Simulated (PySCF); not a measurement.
Vertical excitations of a molecule CH₅FOSi₂ from TDDFT-M06-2X/def2-SVPD (PySCF), as energy in eV (oscillator strength): 5.80 (0.039), 6.26 (0.048), 6.32 (0.011), 6.61 (0.007), 6.90 (0.002), 7.03 (0.239), 7.29 (0.008), 7.39 (0.032), 7.45 (0.027), 7.85 (0.008). Lowest triplet (TDA): 5.24 eV. Coordinates come from a B3LYP-D3(BJ)/def2-SVP optimisation. Other conformers were not sampled.

Task: Pick the molecule that these values belong to.
(A) F[Si@@H]1OC[SiH2]1
(B) FC1[SiH2]O[SiH2]1
(C) F[Si@H]1CO[SiH2]1
(D) F[Si@H]1C[SiH2]O1

Result: C, F[Si@H]1CO[SiH2]1
